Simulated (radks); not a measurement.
The numbers below are computed, except where a source is named.
How relativity changes the ionisation of the iron ion Fe16+ ([Ne]) to Fe17+ ([He] 2s2 2p5). Spin-unpolarised spherical Kohn-Sham, PBE, point nucleus unless stated (finite: rms radius 3.7377 fm), a radial shooting solver on a logarithmic mesh with Libxc functionals. A level marked "c x" has the speed of light scaled by that factor and shares open shells by 2j + 1; other Dirac levels either fill j = l - 1/2 first or share by 2j + 1.

non-rel.: E(Fe16+) (hartree) -1139.71208; E(Fe17+) (hartree) -1093.24607; IE (eV) 1264.4; HOMO 2p; <r> HOMO (bohr) 0.2317
scalar-rel.: E(Fe16+) (hartree) -1148.50635; E(Fe17+) (hartree) -1101.89201; IE (eV) 1268.4; HOMO 2p; <r> HOMO (bohr) 0.2305
scalar-rel., finite nucleus: E(Fe16+) (hartree) -1148.50224; E(Fe17+) (hartree) -1101.88789; IE (eV) 1268.4; HOMO 2p; <r> HOMO (bohr) 0.2305
Dirac, 2j+1 shares: E(Fe16+) (hartree) -1148.52966; E(Fe17+) (hartree) -1101.91207; IE (eV) 1268.5; HOMO 2p3/2; <r> HOMO (bohr) 0.2314
Dirac, low j first: E(Fe16+) (hartree) -1148.52966; E(Fe17+) (hartree) -1102.07786; IE (eV) 1264.0; HOMO 2p3/2; <r> HOMO (bohr) 0.2314
Dirac, 2j+1 shares, finite nucleus: E(Fe16+) (hartree) -1148.52556; E(Fe17+) (hartree) -1101.90795; IE (eV) 1268.5; HOMO 2p3/2; <r> HOMO (bohr) 0.2314
Dirac, c x 0.75: E(Fe16+) (hartree) -1155.61049; E(Fe17+) (hartree) -1108.87176; IE (eV) 1271.8; HOMO 2p3/2; <r> HOMO (bohr) 0.2311
Dirac, c x 0.85: E(Fe16+) (hartree) -1152.00118; E(Fe17+) (hartree) -1105.32414; IE (eV) 1270.1; HOMO 2p3/2; <r> HOMO (bohr) 0.2313
Dirac, c x 1.25: E(Fe16+) (hartree) -1145.31919; E(Fe17+) (hartree) -1098.75670; IE (eV) 1267.0; HOMO 2p3/2; <r> HOMO (bohr) 0.2315

NIST Atomic Spectra Database: 1263 eV (semi-empirical). The relativistic part of the total energy of Fe16+ is -8.813 hartree (Dirac, 2j+1 shares, finite nucleus), 0.77 % of the non-relativistic value. Spin polarisation and multiplet splitting of open shells are left out at every level.

Beside tabulated values, note that spin-unpolarised runs miss the spin-polarisation part of the exchange energy of open shells.
